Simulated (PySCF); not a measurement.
**Al: excitation energy**

Al [Ne] 3s2 3p1 (2P) → Al [Ne] 3s1 3p1 4s1 (4P), as a difference of total energies. Calculation: PySCF 2.14, in aug-cc-pwCVDZ (6s5p3d, 36 functions); no relativity, point nucleus. Correlated levels: valence: [Ne] frozen; valence and next inner shell: 1s2 frozen; nothing frozen. The calculations carry no spin-orbit coupling.

| method | excitation energy (cm⁻¹) |
| --- | --- |
| UHF | 52009 |
| LDA | 61418 |
| PBE | 60645 |
| PBE0 | 60221 |
| r2SCAN | 59232 |
| revPBE | 60216 |
| r2SCAN0 | 59443 |
| PW91 | 60837 |
| wB97X-V | 62132 |
| MP2 (valence) | 57693 |
| SCS-MP2 (valence) | 59470 |
| MP2 (valence and next inner shell) | 58820 |
| SCS-MP2 (valence and next inner shell) | 60340 |
| MP2 (all electrons) | 58815 |
| SCS-MP2 (all electrons) | 60336 |

The upper state lies above the first ionisation limit, but in LS coupling its spin forbids autoionisation to the ground ion. A Rydberg-like electron needs more diffuse functions than a valence basis has.

The promoted electron is Rydberg-like, and one or two diffuse shells describe it only roughly, which tends to raise the upper state.
